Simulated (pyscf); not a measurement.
**F–Mo(F)(F)(F)(F)–Cl, singlet**

Gas-phase minimum from PySCF at ωB97X-D3(BJ)/def2-SVP, one conformer. 

```xyz
7

F      0.2631     0.8718     1.2353
Mo    -0.1349    -0.7898     0.6137
F     -0.2549    -1.3978     2.3223
F      0.0562    -0.1946    -1.0927
F      1.6485    -1.1749     0.6385
F     -0.4380    -2.4721    -0.0050
Cl    -2.3330    -0.3169     0.5800
```

Bonded distances (Å): F1–Mo2 1.818, Mo2–F3 1.818, Mo2–F4 1.817, Mo2–F5 1.825, Mo2–F6 1.818, Mo2–Cl7 2.249. Angles (°): F1–Mo2–F3 89.9, F1–Mo2–F4 89.9, F1–Mo2–F5 88.5, F1–Mo2–F6 176.9, F1–Mo2–Cl7 91.5, F3–Mo2–F4 177.7, F3–Mo2–F5 88.9, F3–Mo2–F6 90.0, F3–Mo2–Cl7 91.1, F4–Mo2–F5 88.8, F4–Mo2–F6 90.1, F4–Mo2–Cl7 91.1, F5–Mo2–F6 88.4, F5–Mo2–Cl7 179.9 (the first ones only).

Properties at ωB97X-D3(BJ)/def2-SVP:

| Item | Result |
|---|---|
| Harmonic wavenumbers, unscaled | 110, 111, 129, 235, 235, 261, 303, 306, 315, 418, 671, 698, 760, 767, 768 cm⁻¹ |
| Zero-point energy | 8.7 kcal/mol |
| Rotational symmetry number | 4 |
| Entropy of this conformer at 298 K and 1 atm, rigid rotor and harmonic oscillator, modes under 100 cm⁻¹ raised to 100 | 374.0 J/(mol K) |
| Dipole moment | 0.80 D |

Single-point totals, which compare only within one level:

| level | total energy (hartree) |
|---|---|
| ωB97X-D3(BJ)/def2-TZVP | -1028.09726 |
| PBE/def2-TZVP | -1027.48862 |
| r²SCAN/def2-TZVP | -1027.91423 |
| B3LYP-D3(BJ)/def2-TZVP | -1028.11835 |
| PBE0-D3(BJ)/def2-TZVP | -1027.42905 |
| M06-2X/def2-TZVP | -1027.71472 |
| ωB97M-D3(BJ)/def2-TZVP | -1028.12901 |

Elements past Kr carry the def2 core potentials, without spin-orbit coupling.
